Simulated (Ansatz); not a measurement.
ClFH2NSi can be A, `[NH][SiH](F)Cl`•, or B, `N[Si](F)Cl`•.

Gas-phase electronic energies from Ansatz, PBE0-D4/def2-TZVP geometries. CCSD(T)/CBS adds triple-zeta CCSD(T) − MP2 to the extrapolated MP2 energy (def2 sets, frozen cores). This one scheme is used for every species. Functionals use def2-TZVPP. B3LYP here is the variant with VWN-RPA as its local correlation; programs differ in this. No spin–orbit coupling; open shells (•) take unrestricted orbitals. One conformer a species, not always the lowest.

(1) Which isomer does CCSD(T)/CBS put lower? Give the gap. (An estimate is asked.)

(2) Give E(B) − E(A) in kcal/mol with PBE-D4, ωB97M-V, CCSD/def2-TZVPP, B3LYP-D4, r2SCAN-D4, CCSD(T)/def2-TZVPP, B3LYP. (Best estimate.)

(3) Does the order hold for the free energy at 298.15 K (harmonic terms from PBE0-D4)? (An estimate is asked.)

Largest T1 diagnostic: 0.013.

Answers

(1) Computed: B, by 21.0 kcal/mol.

(2) Computed: PBE-D4 -24.6, ωB97M-V -19.7, CCSD/def2-TZVPP -18.3, B3LYP-D4 -20.6, r2SCAN-D4 -21.5, CCSD(T)/def2-TZVPP -19.6, B3LYP -20.4. None reverses the order clearly.

(3) Computed: Yes: G(B) − G(A) = -18.5 kcal/mol, for one conformer each.

Leaving LDA and LC-ωPBE aside and taking each functional with its dispersion term where it has one, the values, not all of them listed here, spread over 7.5 kcal/mol, from PBE-D4 to BHLYP-D4. LDA lies −6.0 kcal/mol from PBE without D4. In def2-TZVPP, CCSD(T) changes the Hartree–Fock value by −10.3 kcal/mol (the triples alone add −1.2 kcal/mol) and MP2 by −15.3 kcal/mol.
